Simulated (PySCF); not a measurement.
C2H6NO (SMILES CC(N)=[OH+]), charge +1, singlet, geometry from GFN2-xTB; PBE0/3-21G (PySCF).

Input for PySCF:
```python
from pyscf import gto, scf, dft

mol = gto.Mole()
mol.atom = '''
    O     0.318597    1.282346    0.055518
    C     0.045989    0.030480   -0.005547
    N     0.971309   -0.890866   -0.039247
    C    -1.383354   -0.330034   -0.021039
    H     0.728290   -1.872419   -0.084366
    H    -1.960376    0.454212   -0.508311
    H    -1.563605   -1.288230   -0.499661
    H    -1.746483   -0.388630    1.008214
    H     1.963033   -0.678155   -0.014999
    H     1.255393    1.547845    0.089227
'''
mol.basis = '3-21g'
mol.charge = 1
mol.spin = 0
mol.verbose = 4
mol.build()

mf = dft.RKS(mol)
mf.xc = 'pbe0'
mf.kernel()
mf.analyze()
```

It wrote (shortened):

```
PySCF version 2.14.0

[INPUT] verbose = 4
[INPUT] num. atoms = 10
[INPUT] num. electrons = 32
[INPUT] charge = 1
[INPUT] spin (= nelec alpha-beta = 2S) = 0
[INPUT] symmetry False subgroup None
[INPUT] Mole.unit = angstrom
[INPUT] Symbol           X                Y                Z      unit          X                Y                Z       unit  Magmom
[...]
nuclear repulsion = 131.368810009895
number of shells = 32
number of NR pGTOs = 78
number of NR cGTOs = 48
basis = 3-21g
ecp = {}

******** <class 'pyscf.dft.rks.RKS'> ********
method = RKS
initial guess = minao
damping factor = 0
level_shift factor = 0
DIIS = <class 'pyscf.scf.diis.CDIIS'>
diis_start_cycle = 1
diis_space = 8
diis_damp = 0
SCF conv_tol = 1e-09
SCF conv_tol_grad = None
SCF max_cycles = 50
direct_scf = True
direct_scf_tol = 1e-13
XC library pyscf.dft.libxc version 7.1.2
    S. Lehtola, C. Steigemann, M. J. T. Oliveira, and M. A. L. Marques,  SoftwareX 7, 1–5 (2018)
XC functionals = pbe0
    C. Adamo and V. Barone,  J. Chem. Phys. 110, 6158 (1999)
    M. Ernzerhof and G. E. Scuseria,  J. Chem. Phys. 110, 5029 (1999)
radial grids:
    Treutler-Ahlrichs [JCP 102, 346 (1995); DOI:10.1063/1.469408] (M4) radial grids

becke partition: Becke, JCP 88, 2547 (1988); DOI:10.1063/1.454033
pruning grids: <function nwchem_prune>
grids dens level: 3
symmetrized grids: False
atomic radii adjust function: <function treutler_atomic_radii_adjust>
small_rho_cutoff = 0
Set gradient conv threshold to 3.16228e-05
Initial guess from minao.
tot grids = 115072
init E= -208.928341266624
[...]
cycle= 1 E= -208.099787231049  delta_E= 0.829  |g|= 0.545  |ddm|= 2.86
[...]
cycle= 2 E= -208.028824898631  delta_E= 0.071  |g|= 0.847  |ddm|= 1.22
[...]
cycle= 3 E= -208.162530911781  delta_E= -0.134  |g|= 0.111  |ddm|= 0.724
[...]
cycle= 4 E= -208.164723447696  delta_E= -0.00219  |g|= 0.0455  |ddm|= 0.128
[...]
cycle= 5 E= -208.165146040185  delta_E= -0.000423  |g|= 0.0101  |ddm|= 0.0398
[...]
cycle= 6 E= -208.165169162622  delta_E= -2.31e-05  |g|= 0.00114  |ddm|= 0.00981
[...]
cycle= 7 E= -208.165169489527  delta_E= -3.27e-07  |g|= 6.95e-05  |ddm|= 0.00122
[...]
cycle= 8 E= -208.165169491166  delta_E= -1.64e-09  |g|= 2.63e-05  |ddm|= 0.000136
[...]
cycle= 9 E= -208.165169491316  delta_E= -1.5e-10  |g|= 8.4e-06  |ddm|= 3.07e-05
[...]
Extra cycle  E= -208.165169491309  delta_E= 6.88e-12  |g|= 1.07e-05  |ddm|= 1.69e-05
converged SCF energy = -208.165169491309
**** SCF Summaries ****
Total Energy =                        -208.165169491308887
Nuclear Repulsion Energy =             131.368810009894702
One-electron Energy =                 -533.942132869151465
Two-electron Energy =                  194.408153367947875
Two-electron Coulomb Energy =          222.394058617783656
DFT Exchange-Correlation Energy =      -27.985905249835792
HOMO-LUMO gap [eV] =                     9.049817239897649
**** MO energy ****
[...]
 ** Mulliken pop on meta-lowdin orthogonal AOs  **
 ** Mulliken pop  **
 ** Mulliken atomic charges  **
charge of    0O =     -0.27858
charge of    1C =      0.43067
charge of    2N =     -0.25882
charge of    3C =     -0.33567
charge of    4H =      0.29149
charge of    5H =      0.17820
charge of    6H =      0.15629
charge of    7H =      0.17975
charge of    8H =      0.27358
charge of    9H =      0.36310

WARN: System has nonzero charge 1; the dipole moment is origin-dependent.
Location of origin: [0. 0. 0.]

Dipole moment(X, Y, Z, Debye):  2.84385, -1.72036,  0.12286
```
